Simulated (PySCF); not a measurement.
BH2O2, SMILES O[B]O, multiplicity 2. Geometry optimised at r2SCAN-D4/def2-TZVP. The isomer is the one that the SMILES or the coordinates give; other isomers of the formula were not compared. The values are those of a single conformer.

All values below come from r2SCAN-D4/def2-TZVP (PySCF).

Harmonic wavenumbers (cm⁻¹): 381, 469, 559, 888, 965, 1178, 1444, 3647, 3651. Rotational constants (GHz): 99.15, 9.955, 9.046; symmetry number 2.

Work out the zero-point energy and the ideal-gas rigid-rotor harmonic-oscillator thermochemistry at 298.15 K and 1 atm.

ZPE = ½ Σ hcν = ½ × 13182 cm⁻¹ = 18.84 kcal/mol. H − E(el) = 21.77 kcal/mol. Entropy in cal/(mol K): translation 37.33, rotation 19.74, vibration 2.62, spin 1.38, total 61.06. G − E(el) = 3.56 kcal/mol. Cp = 13.14 cal/(mol K).
